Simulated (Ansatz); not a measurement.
Input file for C₂H₃GaO₂ (`OC#C[O][GaH2]`):

```yaml
crystal:
  periodic: [false, false, false]
  atoms:
    - {symbol: O, position_ang: [1.498775, 1.483879, 1.960385]}
    - {symbol: C, position_ang: [0.778477, 0.602957, 1.292846]}
    - {symbol: C, position_ang: [0.213959, -0.220956, 0.631868]}
    - {symbol: O, position_ang: [-0.413358, -1.135358, -0.042240]}
    - {symbol: Ga, position_ang: [-0.899854, -0.905352, -1.780913]}
    - {symbol: H, position_ang: [0.958934, 1.877209, 2.654198]}
    - {symbol: H, position_ang: [-0.532835, 0.474877, -2.392764]}
    - {symbol: H, position_ang: [-1.604087, -2.177245, -2.323380]}
basis:
  gaussian: {orbitals: def2-TZVPP}
correlation: {method: ccsd_t}
output: {orbitals: {seedname: orbitals}}
```

```sh
$ ansatz run in.yaml --threads 4 --pin off --events-out ev --progress --plain --max-ram 10444MiB
```

The program prints (abridged):

```
Functional definition: HF
1354 factors; integrals over basis functions are off by at most 7.9e-4 eV
mean field evaluation 1: about -58513.6720 eV, gradient 3.6e1 eV
mean field evaluation 2: about -58514.0305 eV, gradient 3.6e1 eV
mean field evaluation 4: about -58516.9302 eV, gradient 5.2e0 eV
mean field evaluation 8: about -58516.9936 eV, gradient 3.9e-1 eV
mean field -58516.99418260 eV, -2150.4598719671 hartree, gradient 8.5e-6 eV, S^2 0.000000; 0 other end points of the search recorded, 0 dependent functions left out
13 core orbitals not correlated: weight in the atoms' cores, before any rotation towards them, 1.000 or more for the frozen orbitals, at most 0.000 for the correlated occupied ones
reference -58516.99418260 eV, -2150.4598719671 hartree; 18, 18 occupied and 183, 183 virtual orbitals, 1354 factors
second order -26.98298580 eV of doubles, -0.00000000 eV of singles
cycle   1  -26.19609273 eV  change    7.9e-1 eV  update   1.4e-1
cycle   2  -27.02048133 eV  change   -8.2e-1 eV  update   4.3e-2
cycle   3  -27.19605056 eV  change   -1.8e-1 eV  update   2.2e-2
cycle   4  -27.17725580 eV  change    1.9e-2 eV  update   6.2e-3
cycle   5  -27.17578747 eV  change    1.5e-3 eV  update   3.4e-3
cycle   6  -27.17806879 eV  change   -2.3e-3 eV  update   1.1e-3
cycle   7  -27.17783724 eV  change    2.3e-4 eV  update   6.5e-4
cycle   8  -27.17749693 eV  change    3.4e-4 eV  update   2.1e-4
cycle   9  -27.17752780 eV  change   -3.1e-5 eV  update   9.0e-5
cycle  10  -27.17757413 eV  change   -4.6e-5 eV  update   3.1e-5
cycle  11  -27.17752261 eV  change    5.2e-5 eV  update   1.3e-5
cycle  12  -27.17753579 eV  change   -1.3e-5 eV  update   5.9e-6
perturbative correction -1.19320307 eV, -0.0438494042 hartree
Total energy: -58545.36492146 eV, -2151.5024773901 hartree
```

Run time 2.1 min (4 threads of an Arm Neoverse V2 on a shared host); peak host memory 3.3 GiB.

Correlation energy per correlated electron: -0.788 eV. T1 diagnostic: 0.0150.
